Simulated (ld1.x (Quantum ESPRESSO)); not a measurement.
## Transferability test, PAW potential for silicon

* Element: Si
* Generator: ld1.x (Quantum ESPRESSO) 7.5
* Type: PAW
* Functional: PBE
* Relativity: fully relativistic
* Frozen core: [Ne]
* Valence charge: 4
* Reference configuration: 3s1.5 3p2.5
* Partial waves: 3s (bound): rcut 1.25, rcutus 1.60 bohr; 3s channel at 0.1 Ry: rcut 1.25, rcutus 1.60 bohr; 3p (bound): rcut 1.20, rcutus 1.55 bohr; 3p channel at 2.4 Ry: rcut 1.20, rcutus 1.55 bohr; 3d channel at 0.15 Ry: rcut 1.10, rcutus 1.25 bohr
* Local potential: all-electron potential smoothed inside 1.30 bohr (lloc = -1)
* Core correction: Bessel-smoothed model core inside 0.85 bohr
* Augmentation charge: PSQ, inside the norm-conserving radii

Open shells are filled in proportion to 2j + 1 (rel_dist='average').

Energies are relative to the spin-unpolarised reference configuration 3s1.5 3p2.5; without spin polarisation the order of configurations can differ from experiment. The frozen-core shift is the all-electron ΔE with the core orbitals held at their reference shape minus the fully relaxed ΔE.

Give the all-electron excitation energy and the error of the potential for: 3s2 3p2; 3s2 3p1; 3s2 3p0; 3s1 3p2; 3s2 3p2.3; 3s1 3p0; 3s0 3p4.

```tsv
valence configuration	charge	ΔE all-electron (eV)	error AE − PS (meV)	frozen-core shift (meV)
3s2 3p2	0	-3.387	-0.1	+0.2
3s2 3p1	+1	4.353	-0.1	+0.3
3s2 3p0	+2	20.346	-6.4	+7.1
3s1 3p2	+1	11.784	-0.9	+1.8
3s2 3p2.3	-0.3	-4.317	-0.1	+0.3
3s1 3p0	+3	54.317	-49	+52
3s0 3p4	0	10.391	-1.5	+2.0
```

The ghost test of this file was not conclusive.
